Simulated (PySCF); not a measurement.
**Low-lying terms of Cr⁶⁺ (chromium, charge +6)**

Ground state [Ar], ¹S. Calculation: PySCF 2.14, in def2-TZVP (6s4p4d1f, 45 functions); the non-relativistic Hamiltonian (point nucleus). Vertical excitation energies in eV without spin-orbit coupling; excited terms of each kind are numbered among those the solver found. Frozen: [Ne].

| term | leading excitation | EOM-EE-CCSD |
| --- | --- | --- |
| 1 3P° | 3p → d | 42.482 |
| 1 3F° | 3p → d | 44.616 |
| 1 1D° | 3p → d | 47.608 |
| 1 3D° | 3p → d | 47.793 |
| 1 1F° | 3p → d | 48.158 |
| 1 1P° | 3p → d | 62.123 |
| 1 3D | 3s → d | 74.593 |
| 1 1D | 3s → d | 77.044 |
| 1 3S | 3p → p | 91.379 |
| 2 3D | 3p → p | 92.835 |
| 2 1D | 3p → p | 93.767 |

The solver can miss terms.
